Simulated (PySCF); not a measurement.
Compound: CH6NPSi.
SMILES: `[H]/N=C\[SiH2]P`

Torsions of this conformer, `[H]/[N:1]=[CH:2]\[SiH2:3][PH2:4]`: N1–C2–Si3–P4 107°, H–P4–Si3–C2 52°, H–P4–Si3–C2 -42°.

The closed-shell ground state was solved at several levels (PySCF, density fitting, gas phase, non-relativistic). One conformer (not necessarily the lowest) at the PBE0-D3(BJ)/def2-SVP geometry, without solvent, vibrations or thermal averaging.

```json
{"level": "PBE0/pcSseg-1", "basis functions": "112", "total energy (Eh)": "-726.8777", "HOMO (eV)": "-7.18", "LUMO (eV)": "-1.18", "gap (eV)": "6.00", "dipole (D)": "0.93"}
{"level": "wB97X-D/pcSseg-2", "basis functions": "242", "total energy (Eh)": "-727.3138", "HOMO (eV)": "-9.04", "LUMO (eV)": "0.52", "gap (eV)": "9.56", "dipole (D)": "1.19"}
```

Task: Estimate the row for CAM-B3LYP/def2-SVPD, a basis of 136 functions; the other rows only guide the guess.

Result: Total energy -726.9818 Eh, HOMO -8.52 eV, LUMO -0.09 eV, gap 8.43 eV, dipole 1.35 D.

Task: Over all these levels, which gives the widest orbital gap and which the narrowest?

Result: wB97X-D/pcSseg-2 (range-separated hybrid) has the widest, 9.56 eV, and PBE0/pcSseg-1 (global hybrid, 25 % exact exchange) the narrowest, 6.00 eV. Functional and basis both differ between the two, so the spread mixes both effects.

Task: How far do the dipole and the HOMO energy spread over the levels?

Result: The dipole runs from 0.93 to 1.35 D (mean 1.16 D) and the HOMO from -9.04 to -7.18 eV.

Note: wB97X-D ran without an empirical dispersion term, which enters the total energy and its gradient alone.
